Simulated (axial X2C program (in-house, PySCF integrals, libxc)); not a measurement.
# Outer orbitals of KC⁻ at 2.665 Å, HF

Calculated with an in-house all-electron X2C program for linear molecules (integrals from PySCF). Spin-free means the one-electron spin-free X2C Hamiltonian; two-component (2c) means X2C with spin–orbit coupling and atomic mean-field two-electron Coulomb and Gaunt terms, so the difference of the two also holds small scalar two-electron terms. Basis: K dyall-acv3z [12s13p7d3f], C dyall-av3z [8s7p3d2f] (cores contracted in-house); Gaussian nuclei, density fitting, unrestricted open shells. Masses: K 38.964 u, C 12.000 u.

The distance is close to the 2c PBE0 minimum; the highest filled and lowest empty levels are listed.

Spin-free orbitals, state M_S = 1, Λ = 0 (beyond evenly filled blocks: π+α, π-α) (Löwdin shares):

| symmetry | occupied | ε (eV) | atomic character |
| --- | --- | --- | --- |
| σα | yes | -22.27 | 96% K p |
| π+α | yes | -22.26 | 100% K p |
| π-α | yes | -22.26 | 100% K p |
| π+β | yes | -22.22 | 100% K p |
| π-β | yes | -22.22 | 100% K p |
| σβ | yes | -22.08 | 98% K p |
| σα | yes | -16.66 | 86% C s, 7% K p, 5% K d |
| σβ | yes | -8.04 | 83% C s, 7% K p, 6% K d |
| σα | yes | -4.82 | 91% C p, 3% K d, 3% K p |
| π-α | yes | -4.46 | 94% C p, 4% K d |
| π+α | yes | -4.46 | 94% C p, 4% K d |
| σβ | yes | -0.48 | 62% K s, 33% K p, 3% C p |
| π+β | no | 1.39 | 100% K p |
| π-β | no | 1.39 | 100% K p |
| π-α | no | 1.40 | 100% K p |
| π+α | no | 1.40 | 100% K p |

Spinors with spin–orbit coupling (state Ω = 1):

```json
{"ω": "1/2", "occupied": "yes", "ε (eV)": "-22.42", "atomic character": "98% K p", "λ mixture": "59% π, 41% σ"}
{"ω": "-1/2", "occupied": "yes", "ε (eV)": "-22.40", "atomic character": "99% K p", "λ mixture": "86% π, 14% σ"}
{"ω": "3/2", "occupied": "yes", "ε (eV)": "-22.16", "atomic character": "100% K p", "λ mixture": "100% π"}
{"ω": "1/2", "occupied": "yes", "ε (eV)": "-22.15", "atomic character": "98% K p", "λ mixture": "59% σ, 41% π"}
{"ω": "-3/2", "occupied": "yes", "ε (eV)": "-22.11", "atomic character": "100% K p", "λ mixture": "100% π"}
{"ω": "-1/2", "occupied": "yes", "ε (eV)": "-22.02", "atomic character": "98% K p", "λ mixture": "86% σ, 14% π"}
{"ω": "1/2", "occupied": "yes", "ε (eV)": "-16.66", "atomic character": "86% C s, 7% K p, 5% K d", "λ mixture": "100% σ"}
{"ω": "-1/2", "occupied": "yes", "ε (eV)": "-8.04", "atomic character": "83% C s, 7% K p, 6% K d", "λ mixture": "100% σ"}
{"ω": "1/2", "occupied": "yes", "ε (eV)": "-4.82", "atomic character": "91% C p, 3% K d, 3% K p", "λ mixture": "100% σ"}
{"ω": "-1/2", "occupied": "yes", "ε (eV)": "-4.46", "atomic character": "94% C p, 4% K d", "λ mixture": "100% π"}
{"ω": "3/2", "occupied": "yes", "ε (eV)": "-4.45", "atomic character": "94% C p, 4% K d", "λ mixture": "100% π"}
{"ω": "-1/2", "occupied": "yes", "ε (eV)": "-0.48", "atomic character": "62% K s, 33% K p, 3% C p", "λ mixture": "100% σ"}
{"ω": "1/2", "occupied": "no", "ε (eV)": "1.39", "atomic character": "100% K p", "λ mixture": "100% π"}
{"ω": "-3/2", "occupied": "no", "ε (eV)": "1.39", "atomic character": "100% K p", "λ mixture": "100% π"}
{"ω": "-1/2", "occupied": "no", "ε (eV)": "1.40", "atomic character": "100% K p", "λ mixture": "100% π"}
{"ω": "3/2", "occupied": "no", "ε (eV)": "1.40", "atomic character": "100% K p", "λ mixture": "100% π"}
```

Mulliken charges and populations of the two-component result (they depend on the basis, above all on diffuse functions):

K -0.04 e (s 6.68 p 12.31 d 0.04), C -0.96 e (s 3.99 p 2.97). ⟨Lz⟩ = 0.00 ħ and ⟨Sz⟩ = 1.00 ħ (-0.49 and 1.49 on the two atoms), which add up to Ω.

The state is a single determinant with fixed occupations, the lowest that a limited PBE0 search found. PBE0 can misorder states that lie within some tenths of an eV, so this need not be the ground state of the molecule. The nearest other spin-free determinant of the search, M_S = 2, Λ = 0, lies 0.03 eV up at the distance of the search. With several unpaired electrons one determinant need not be a pure state. Open-shell Ω = 0 determinants with evenly filled partner blocks cannot be reached by this program, so the Ω shown need not be the lowest component. This is the Ω = 1 component of a π² triplet; the 0⁺ component is not one determinant and can lie lowest. The determinant is spin-polarised beyond a pure state at some levels (its spin-free form has ⟨S²⟩ too high), which makes Re and μ there less reliable.
